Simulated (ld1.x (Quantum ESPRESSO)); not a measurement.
## lead (Pb), TM: configuration errors across variants

lead, norm-conserving Troullier–Martins (Kleinman–Bylander form), made with ld1.x (Quantum ESPRESSO) 7.5 (PBEsol, scalar-relativistic). Core [Xe] 4f14, reference 5d10 6s1.5 6p2.5. Waves: 6s (bound): rc 1.85 bohr; 6p (bound): rc 1.95 bohr; 5d (bound): rc 1.10 bohr. Local part: the d channel. Core correction: none.

All-electron excitation energies from the reference (eV): (1) 5d10 6s2 6p2 -4.338; (2) 5d10 6s2 6p1 2.260; (3) 5d10 6s2 6p0 15.707; (4) 5d10 6s0 6p4 13.568; (5) 5d10 6s2 6p1.5 -1.835; (6) 5d10 6s1 6p3 4.433; (7) 5d10 6s1 6p0 48.186.

A true bound ghost makes a file unfit for plane-wave use even where its test errors are small: the radial tests pick states by their node count and pass the ghost by.

Errors AE − PS in meV (a dash: test not solved or not reliable):

| change | (1) | (2) | (3) | (4) | (5) | (6) | (7) | bound ghosts |
| --- | --- | --- | --- | --- | --- | --- | --- | --- |
| base | +0.1 | -3.5 | -10 | -18 | -0.2 | -2.2 | -20 | s, p |
| wave 6s (bound): rc 1.85 bohr becomes 6s (bound): rc 1.58 bohr | 0.0 | -4.0 | -13 | -20 | -0.4 | -2.4 | -21 | s, p |
| wave 6s (bound): rc 1.85 bohr becomes 6s (bound): rc 1.86 bohr | +0.1 | -3.5 | -10 | -18 | -0.2 | -2.2 | -20 | s, p |
| wave 6s (bound): rc 1.85 bohr becomes 6s (bound): rc 2.20 bohr | 0.0 | -3.7 | -11 | -20 | -0.4 | -2.4 | -20 | s, p |
| wave 6s (bound): rc 1.85 bohr becomes 6s (bound): rc 2.50 bohr | -1.1 | -5.6 | -14 | -33 | -1.8 | -3.7 | -19 | s, p |
| wave 6s (bound): rc 1.85 bohr becomes 6s (bound): rc 2.80 bohr | -3.4 | -8.8 | -17 | -60 | -4.5 | -6.3 | -19 | s, p |

(1) Give the same row for: wave 6s (bound): rc 1.85 bohr becomes 6s (bound): rc 1.24 bohr.

Results:

(1) +7.3, +6.0, -3.7, +262, +8.4, +11, -16; bound ghosts: s, p.
